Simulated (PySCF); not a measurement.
C9H9N.
Numbering: `[CH2:1]=[C:2]=[C:3]([CH3:4])[c:5]1[cH:6][cH:7][n:8][cH:9][cH:10]1` (hydrogens: H11, H12 on C1; H13, H14, H15 on C4; H16 on C6; H17 on C7; H18 on C9; H19 on C10)

Geometry (GFN2-xTB, Å), atoms numbered from 1 in this order:
```xyz
19
C9H9N angstrom
C      2.7433    1.6223   -0.0911
C      1.8804    0.6606   -0.0875
C      1.0175   -0.3252   -0.0897
C      1.5040   -1.7459   -0.2096
C     -0.4216   -0.0686    0.0228
C     -0.9124    1.2363    0.1354
C     -2.2745    1.4381    0.2453
N     -3.1640    0.4570    0.2494
C     -2.7060   -0.7778    0.1401
C     -1.3637   -1.0982    0.0257
H      3.0619    2.0977   -1.0065
H      3.1876    1.9962    0.8189
H      1.2042   -2.3249    0.6631
H      2.5886   -1.7642   -0.2827
H      1.0864   -2.2151   -1.0998
H     -0.2289    2.0720    0.1366
H     -2.6830    2.4365    0.3358
H     -3.4597   -1.5552    0.1455
H     -1.0698   -2.1320   -0.0592
```

Computed with PBE0/pcSseg-1 in PySCF (dipole) on a GFN2-xTB geometry, gas phase.

Masses are those of the commonest isotopes; rigid-rotor values at the optimised geometry. The values belong to one conformer with, in the numbering `[CH2:1]=[C:2]=[C:3]([CH3:4])[c:5]1[cH:6][cH:7][n:8][cH:9][cH:10]1`, C2–C3–C5–C6 0°.

Task: Give the principal moments of inertia and the rotational constants in cm⁻¹.

Result: Ia = 183.32, Ib = 535.76, Ic = 712.54 u·Å²; 505379 MHz·u·Å²/I gives 2757, 943.3 and 709.3 MHz, that is A = 0.09196, B = 0.03146, C = 0.02366 cm⁻¹.

Task: Classify the top.

Result: An asymmetric top. Ray's parameter κ = (2B − A − C)/(A − C) = -0.771; −1 is the prolate and +1 the oblate limit.

Task: What does the inertial defect say?

Result: Not planar: Δ = Ic − Ia − Ib = -6.54 u·Å². For a rigid frame Δ = −2 Σ m c², so Σ m c² = 3.27 u·Å² lies off the ab plane, practically all of it from hydrogen. The atom farthest from that plane is 0.92 Å away.

Task: Give the other two planar moments, Paa and Pbb, and the rms extents of the mass along the axes.

Result: Paa = Σ m a² = (Ib + Ic − Ia)/2 = 532.49 and Pbb = Σ m b² = (Ia + Ic − Ib)/2 = 180.05 u·Å². With the mass M = 131.07 u, the rms extents √(P/M) along a, b and c are 2.02, 1.17, 0.16 Å.

Task: List the rotational levels J(Ka,Kc) to J = 5 (MHz).

Result: Above 0(0,0):
J = 1: 1(0,1) 1653, 1(1,1) 3466, 1(1,0) 3700
J = 2: 2(0,2) 4936, 2(1,2) 6537, 2(1,1) 7239, 2(2,1) 12680, 2(2,0) 12701
J = 3: 3(0,3) 9810, 3(1,3) 11131, 3(1,2) 12534, 3(2,2) 17637, 3(2,1) 17742, 3(3,1) 27303, 3(3,0) 27304
J = 4: 4(0,4) 16218, 4(1,4) 17234, 4(1,3) 19566, 4(2,3) 24231, 4(2,2) 24539, 4(3,2) 33952, 4(3,1) 33960, 4(4,1) 47430, 4(4,0) 47430
J = 5: 5(0,5) 24101, 5(1,5) 24831, 5(1,4) 28308, 5(2,4) 32447, 5(2,3) 33134, 5(3,3) 42276, 5(3,2) 42309, 5(4,2) 55740, 5(4,1) 55741, 5(5,1) 73071, 5(5,0) 73071
The levels of one J sum to (2J + 1)J(J + 1)(A + B + C)/3.

Task: Predict some low-J microwave lines.

Result: The dipole components are |μa| = 2.92 D, |μb| = 0.65 D, |μc| = 0.00 D; the mirror of this Cs structure is the ab plane, so μc vanishes by symmetry (the 0.01 D computed is a residue) and there are no c-type lines. The squared components, which scale the intensities, stand as 1.00 : 0.05 (a : b). Some lines, for components of 0.1 D or more:

| type | branch | J(Ka,Kc) | MHz | lower level (cm⁻¹) |
| --- | --- | --- | --- | --- |
| a | Q | 3(1,2) ← 3(1,3) | 1403 | 0.371 |
| b | R | 2(0,2) ← 1(1,1) | 1470 | 0.116 |
| b | R | 4(1,3) ← 3(2,2) | 1929 | 0.588 |
| b | Q | 2(1,1) ← 2(0,2) | 2303 | 0.165 |
| b | R | 3(0,3) ← 2(1,2) | 3273 | 0.218 |
| a | R | 2(0,2) ← 1(0,1) | 3284 | 0.055 |
| b | R | 1(1,1) ← 0(0,0) | 3466 | 0.000 |
| a | R | 3(0,3) ← 2(0,2) | 4874 | 0.165 |
| b | R | 2(1,2) ← 1(0,1) | 4885 | 0.055 |
| a | R | 3(2,2) ← 2(2,1) | 4958 | 0.423 |
| b | Q | 4(2,2) ← 4(1,3) | 4972 | 0.653 |
| b | R | 4(0,4) ← 3(1,3) | 5087 | 0.371 |
| b | Q | 3(2,1) ← 3(1,2) | 5208 | 0.418 |
| a | R | 3(1,2) ← 2(1,1) | 5295 | 0.241 |
| b | Q | 2(2,1) ← 2(1,2) | 6143 | 0.218 |
| b | R | 3(1,3) ← 2(0,2) | 6195 | 0.165 |
| a | R | 4(0,4) ← 3(0,3) | 6408 | 0.327 |
| a | R | 4(3,2) ← 3(3,1) | 6649 | 0.911 |
| a | R | 4(3,1) ← 3(3,0) | 6657 | 0.911 |
| a | R | 4(2,2) ← 3(2,1) | 6796 | 0.592 |
| b | Q | 4(3,1) ← 4(2,2) | 9422 | 0.819 |
| b | Q | 3(3,1) ← 3(2,2) | 9665 | 0.588 |
| b | R | 3(2,1) ← 2(1,2) | 11205 | 0.218 |
| b | R | 4(2,3) ← 3(1,2) | 11697 | 0.418 |
| b | R | 3(3,0) ← 2(2,1) | 14624 | 0.423 |
| b | R | 4(3,2) ← 3(2,1) | 16210 | 0.592 |
| b | R | 4(3,1) ← 3(2,2) | 16323 | 0.588 |

Task: Estimate the classical rotational partition function at 10 K, 50 K and 500 K.

Result: Point group Cs, symmetry number σ = 1; q = (√π/σ)·√((kT/h)³/(ABC)), k/h = 20836.6 MHz/K: 3930 at 10 K, 43900 at 50 K, 1390000 at 500 K.

GFN2-xTB frequencies: not computed here. Constants of a rigid frame at the computed geometry: no zero-point averaging, no centrifugal distortion. A rigid rotor knows nothing of internal rotation, which can split or shift real lines. Quadrupole hyperfine structure (14N) is left out.
